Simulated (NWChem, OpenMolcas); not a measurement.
# How basis sets differ on HBr (hydrogen bromide)

The species is HBr (2 atoms), meant as a singlet with charge 0. As SMILES, `Br`. The coordinates come from a PBE0-D4/def2-TZVP relaxation.

```jsonl
{"atom": "Br", "x (Å)": "-0.6032", "y (Å)": "0.2180", "z (Å)": "-0.3050"}
{"atom": "H", "x (Å)": "0.6032", "y (Å)": "-0.2180", "z (Å)": "0.3050"}
```

Quantity: the HOMO–LUMO gap, in eV. The values are calculated.

```
        level           kind     program  value (eV)
  PBE0/STO-3G  global hybrid      NWChem       11.24
PBE0/def2-SVP  global hybrid  OpenMolcas        8.72
PBE0/6-311G**  global hybrid      NWChem        8.48
 PBE0/cc-pVTZ  global hybrid  OpenMolcas        8.54
```

All-electron rows without a relativistic Hamiltonian named are non-relativistic. The values span 8.48 to 11.24 eV. Orbital gaps aren't excitation energies.
